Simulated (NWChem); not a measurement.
## Polarisability of HNP (+1)

SMILES: N#[PH+]
```xyz
3

N      0.0000     0.0000     1.0969
P      0.0000     0.0000    -0.3898
H      0.0000     0.0000    -1.8314
```
Charge +1, spin multiplicity 1.

The numbers come from NWChem runs, not from measurements. All single points use one geometry, from PBE0/def2-SVP, a minimum by its harmonic frequencies.

Basis set: aug-cc-pVDZ. Static limit.

The correlated methods keep 6 core orbitals frozen. B3LYP has NWChem's definition, with VWN1-RPA local correlation. The structure started from a generated list of species. No row is a measurement; the coupled-cluster row has its own basis-set and correlation limits.

### Question
For the isotropic polarisability, PBE gives 24.55 bohr³ and CCSD linear response gives 25.19 bohr³. What do HF, B3LYP, PBE0 give?

### Answer
HF: 24.94 bohr³; B3LYP: 24.60 bohr³; PBE0: 24.45 bohr³.
